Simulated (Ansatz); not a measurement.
Reactions of C$_{8}$H$_{16}$, SMILES `C[C@H]1CC[C@@H](C)CC1`.

Program: Ansatz. Geometries: PBE0-D4/def2-TZVP. ΔE: electronic, gas phase. CCSD(T)/CBS adds triple-zeta CCSD(T) − MP2 to the extrapolated MP2 energy (def2 sets, frozen cores). This one scheme is used for every species, atoms too. Functionals use def2-TZVPP. B3LYP here is the variant with VWN-RPA as its local correlation; programs differ in this. No spin–orbit coupling; open shells (•) take unrestricted orbitals. Spin–orbit coupling would lower the free atoms: a little for C. Each species was taken in one conformer, which may not be the lowest.

```csv
reaction,ωB97M-V (eV),B3LYP-D4 (eV),HF/CBS(def2) (eV),PBE-D4 (eV),CCSD(T)/CBS(def2) (eV)
`C[C@H]1CC[C@@H](C)CC1` → `CC1(C)CCCCC1`,-0.03,-0.01,0.03,-0.02,-0.04
`C[C@H]1CC[C@@H](C)CC1` → 8 C• + 16 H•,102.43,102.13,77.64,104.05,102.12
`C[C@H]1CC[C@@H](C)CC1` → `C=CCCCCCC`,1.08,0.91,0.74,1.04,1.05
`C[C@H]1CC[C@@H](C)CC1` → `CC1CCCCC1` + `[CH2]` (triplet),4.55,4.42,2.91,4.56,4.53
`C[C@H]1CC[C@@H](C)CC1` → `C[C@@H]1CCCC[C@@H]1C`,0.04,0.04,0.07,0.04,0.04
`C[C@H]1CC[C@@H](C)CC1` → `C[C@H]1CC[C@H](C)CC1`,-0.07,-0.07,-0.11,-0.07,-0.07
```

Largest T1 diagnostic: 0.011, for `[CH2]` (triplet).
